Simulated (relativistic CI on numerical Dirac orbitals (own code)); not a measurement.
# How well does a small relativistic CI reproduce Zr II?

Calculated at this level of theory: Dirac-Coulomb-Breit CI, KLI orbitals optimised for each configuration, model QED (radiative potential, 1s self-energy scaled to tabulated hydrogen-like ionisation energies), valence Slater integrals scaled by 0.85, P86 correlation estimate, and configurations built on the next ion tied to the tabulated ionisation energy (semi-empirical) (own radial code, finite nucleus).

CI space (outside the closed core [Kr]): 4d²5s, 4d³, 4d²5p, 4d5s5p, 4d²5d, 4d²6s, 4d²4f, 4d²5f, 4d5s², 5s5p², 5s²5p, 4d²5g, 4d5s4f, 4d5p², 4d5s6p, 4d²6p, 4d5s6s, 4d5s7s, 4d²7s, 4d5s6d, 4d²6d, 4d5s5d, 4d5s7p, 4d²7p. Levels of other configurations are missing.

```
Configuration  Term (tabulated)     J  Measured (cm⁻¹)  Computed  Error  Purity (%)
        4d²5s              a 4F   3/2              0.0         0      0          99
        4d²5s              a 4F   5/2            314.7       265    -50          99
        4d²5s              a 4F   7/2            763.4       640   -123          99
        4d²5s              a 4F   9/2           1322.7      1115   -208         100
          4d³              b 4F   5/2           2895.1      5593   2698          80
          4d³              b 4F   7/2           3299.7      5857   2557          99
          4d³              b 4F   9/2           3757.7      6235   2478          99
        4d²5s              a 2F   5/2           5752.9      6262    509          79
        4d²5s              a 2F   7/2           6467.5      6868    400          91
        4d²5p             z 4G°   5/2          27983.9     30561   2577          58
        4d²5p             z 4G°   7/2          28908.9     31431   2522          87
        4d²5p             z 4G°   9/2          29839.8     32252   2412          99
        4d²5p             z 4F°   5/2          30551.5     32329   1777          61
        4d²5p             z 2F°   7/2          30561.8     32711   2149          59
        4d²5p             z 4G°  11/2          30795.6     33084   2288         100
        4d²5p             z 4F°   7/2          31249.3     33019   1770          59
        4d²5p             z 4F°   9/2          31866.5     33634   1767          72
        4d²5p             z 2G°   7/2          34485.3     37957   3471          96
        4d²5p             z 2G°   9/2          35185.4     38595   3410          90
       4d5s5p             y 4F°   5/2          36868.9     36447   -422          65
        4d²5p             y 4D°   7/2          38041.3     42385   4343          84
       4d5s5p             y 4F°   9/2          38644.1     37681   -963          69
```

Measured levels from NIST Handbook of Basic Atomic Spectroscopic Data (Sansonetti and Martin, J. Phys. Chem. Ref. Data 34, 1559 (2005)); pairs were made by configuration, J and term (by order where the table uses no LS term), so strongly mixed levels may be paired wrongly.

Mean error by configuration (cm⁻¹): 4d²5s 106; 4d³ 2578; 4d²5p 2590; 4d5s5p -693. Over the excited levels the mean absolute error is 1852 cm⁻¹ (21 of the 29 excited levels that our extract of the source holds in range could be paired, and the others can miss by more), and the median relative error of those above 1,000 cm⁻¹ is 8.7 %. Some levels of the ground configuration have no partner.
